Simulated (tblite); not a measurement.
Species: C9H8 (charge -1 and doublet state).
Atom-mapped SMILES: `[CH-:1]=[C:2][CH2:3][C:4]#[C:5]/[CH:6]=[CH:7]/[CH:8]=[CH2:9]` (hydrogens: H10 on C1; H11, H12 on C3; H13 on C6; H14 on C7; H15 on C8; H16, H17 on C9)

Geometry (GFN2-xTB, Å), atoms numbered from 1 in this order:
```xyz
17
C9H8 angstrom
C      4.229   -1.053    0.074
C      3.708    0.007    0.297
C      2.974    1.247    0.491
C      1.601    1.124   -0.005
C      0.576    0.565   -0.384
C     -0.662    0.193   -0.845
C     -1.759   -0.095   -0.029
C     -3.011   -0.495   -0.499
C     -4.115   -0.774    0.261
H      4.657   -1.992   -0.122
H      3.501    2.060   -0.036
H      2.962    1.494    1.563
H     -0.780    0.098   -1.923
H     -1.629    0.006    1.045
H     -3.115   -0.593   -1.580
H     -4.092   -0.700    1.338
H     -5.052   -1.079   -0.181
```

Computed with GFN2-xTB (tblite): harmonic, unscaled wavenumbers at the GFN2-xTB geometry, gas phase. Against measured fundamentals such values can be off by several per cent, at times by over 20. One conformer, not necessarily the lowest. Open shells enter through the occupations alone, without spin polarisation, and single modes of such species can be off by tens of per cent.

Harmonic wavenumbers (cm⁻¹): 30.6, 68.2, 79.9, 118.2, 205.0, 206.3, 243.1, 264.2, 274.6, 348.7, 404.7, 439.3, 491.8, 546.5, 557.4, 581.2, 606.0, 641.2, 802.9, 839.3, 917.2, 949.7, 959.3, 961.8, 1165.7, 1184.9, 1229.9, 1251.1, 1261.7, 1269.6, 1291.2, 1426.1, 1431.9, 1506.4, 1606.3, 2201.7, 2236.0, 2812.1, 2855.6, 2942.5, 2956.3, 2998.0, 3047.5, 3061.7, 3361.7.

A = 5466, B = 506.6, C = 487.3 MHz; mass 116.063 u (most abundant isotopes); point group C1, symmetry number 1; spin multiplicity 2.

Zero-point energy?

½Σν̃ = 27318 cm⁻¹ = 78.10 kcal/mol.

Entropy at 298.15 K, 1 bar (ideal gas, RRHO, classical rotation)?

Translation 40.19, rotation 29.86, vibration 33.33, spin (R ln 2) 1.38: S = 104.7 cal/(mol K).

And Cp and H(298.15 K) − H(0)?

Cp = 40.30 cal/(mol K), of which vibrations give 32.35 (their classical limit is 45 R = 89.4); H(298.15 K) − H(0) = 7.47 kcal/mol without the zero-point energy, 5.10 from vibrations.

Which modes carry the vibrational entropy at 298.15 K?

30.6 cm⁻¹: 5.79; 68.2 cm⁻¹: 4.20; 79.9 cm⁻¹: 3.89; 118.2 cm⁻¹: 3.13; 205.0 cm⁻¹: 2.09; 206.3 cm⁻¹: 2.08 cal/(mol K); the other 39 give 12.15 together.

How do the functions run with temperature in this model?

| T (K) | S (cal/(mol K)) | Cp (cal/(mol K)) | H − H(0) (kcal/mol) | G − H(0) (kcal/mol) | ln q(vib) |
| --- | --- | --- | --- | --- | --- |
| 50 | 61.6 | 14.0 | 0.53 | -2.55 | 0.83 |
| 100 | 73.2 | 20.1 | 1.39 | -5.93 | 2.28 |
| 373.15 | 114.5 | 46.5 | 10.73 | -31.98 | 10.29 |
| 500 | 129.3 | 55.2 | 17.20 | -47.47 | 13.76 |
| 750 | 154.2 | 67.3 | 32.62 | -83.01 | 20.07 |
| 1000 | 174.7 | 75.3 | 50.50 | -124.20 | 25.72 |

q(vib) and H(0) count from the zero-point level.

What must be added to the electronic energy to get the Gibbs energy at 298.15 K and 1 bar?

ZPE + [H(298.15 K) − H(0)] − T·S = 78.10 + 7.47 − 31.23 = 54.34 kcal/mol.

Blend soft modes into free rotors: weight 1/[1 + (100 cm⁻¹/ν̃)⁴] for the oscillator and the rest for a rotor with moment μB/(μ + B), μ = h/(8π²ν), B = 10⁻⁴⁴ kg m². What vibrational entropy results?

30.09 cal/(mol K) in place of 33.33, which changes −T·S at 298.15 K by +0.97 kcal/mol.

Hindered rotation and anharmonicity are outside this model. Other conformers, if any are populated, would add a mixing term that is left out. The structure is chiral; the term R ln 2 for an equal mix with its mirror image is left out.
